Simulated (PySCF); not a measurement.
Electron correlation in O³⁺ (oxygen, charge +3)

[He] 2s2 2p1, 2P determinant. All numbers are calculated (PySCF 2.14, the non-relativistic Hamiltonian (point nucleus), in dyall-av3z). Frozen: 1s2; 3 electrons correlated; the 14 highest virtual orbitals of each spin left out.

MP2 pair energies summed by pair of shells (mhartree):

```tsv
pair	energy	share (%)
2s-2s	-39.24	60.4
2s-2p	-25.74	39.6
```

Total MP2 correlation energy: -64.98 mhartree.

Same-spin part -4.14 and opposite-spin part -60.84 mhartree; SCS-MP2 scales them by 1/3 and 6/5 to -74.39 mhartree.
